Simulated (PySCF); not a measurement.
# SMILES N#Cc1cpcs1, C4H2NPS

Geometry:
```
atom   x (Å)   y (Å)   z (Å)
  N1   3.128   0.807   0.061
  C2   2.012   0.541   0.045
  C3   0.652   0.204   0.021
  C4   0.164  -1.027  -0.322
  P5  -1.581  -1.249  -0.289
  C6  -1.852   0.363   0.213
  S7  -0.520   1.404   0.451
  H8   0.834  -1.825  -0.602
  H9  -2.824   0.788   0.398
```

The calculation used PySCF 2.14.0, GIAO CAM-B3LYP/pcSseg-1 magnetisability, rotational g tensor and spin-rotation constants, non-relativistic, gas phase. Geometry: GFN2-xTB.

Task: Give the nuclear spin-rotation constants along the inertial axes (H = +C I·J) beside the isotropic shieldings.

Result: Rotational constants 4.0808, 1.4293, 1.0586 GHz. A star marks the isotopologue with that one atom substituted, in its own axes.
```
atom  isotope  Caa (kHz)  Cbb (kHz)  Ccc (kHz)  mean (kHz)  σ (ppm)
  N1      14N      0.235      0.307      0.254       0.265    -62.0
  P5      31P     10.859      3.640      1.576       5.358     55.9
  H8       1H     -0.307      0.154     -0.119      -0.091     22.9
  H9       1H      0.105      0.016     -0.124      -0.001     22.7
  C2     13C*     -0.035      0.629      0.482       0.359     66.1
  C3     13C*      1.987      0.463      0.175       0.875     47.6
  C4     13C*      1.725      0.791      0.161       0.893     14.2
  C6     13C*      2.544      0.606      0.158       1.103     -1.3
  S7     33S*      1.814      0.730      0.368       0.971    115.3
```
For the geometry as given, no vibrational averaging.

Task: How do the rotational constants and the g tensor change when H8, H9 are replaced by deuterium?

Result: Constants 3.8425, 1.4075, 1.0301 GHz; g -0.0581, -0.0379, 0.0025, against -0.0615, -0.0385, 0.0026 before.
